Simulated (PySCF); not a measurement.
# UHF on Ar+ (argon, charge +1)

Configuration: [Ne] 3s2 3p5, 2P determinant. Calculation: PySCF 2.14, in aug-cc-pV(D+d)Z; the non-relativistic Hamiltonian (point nucleus).

| Property | Result |
| --- | --- |
| Total energy | -526.261706 hartree |
| One-electron energy | -719.4232 hartree |
| Hartree (Coulomb) energy | 223.0100 hartree |
| Exchange energy | -29.8485 hartree |
| Kinetic energy | 526.24799 hartree |
| ⟨S²⟩ | 0.7570 |
| ⟨L²⟩ | 2.022 |
| Sum of ⟨r⟩ | 13.83 bohr |
| Sum of ⟨r²⟩ | 20.33 bohr² |
| Traceless quadrupole moment −½Σ⟨3z² − r²⟩ along its main axis | 1.23 e·bohr² |
| Density at the nucleus (Gaussians lack the cusp) | 3740 bohr⁻³ |
| Spin density at the nucleus | 0.230 bohr⁻³ |
| Langevin diamagnetic susceptibility | -16.1 ×10⁻⁶ cm³/mol |
| Time after the integrals | 0.06 s of wall time on 1 thread of Neoverse-V2 (shared host) |

```
shell  electrons  mean orbital energy (hartree)  spread (hartree)  rms radius, mean of both spins (bohr)
 1s α          1                     -119.14045                 0                                 0.0998
 1s β          1                     -119.12565                 0                                 0.0998
 2s α          1                      -12.84213                 0                                  0.448
 2s β          1                      -12.82767                 0                                  0.448
 2p α          3                      -10.09482           0.03234                                  0.418
 2p β          3                      -10.06921           0.02161                                  0.418
 3s α          1                       -1.78511                 0                                   1.49
 3s β          1                       -1.64465                 0                                   1.49
 3p α          3                       -1.07154           0.08804                                   1.70
 3p β          2                       -1.01394                 0                                   1.70
```
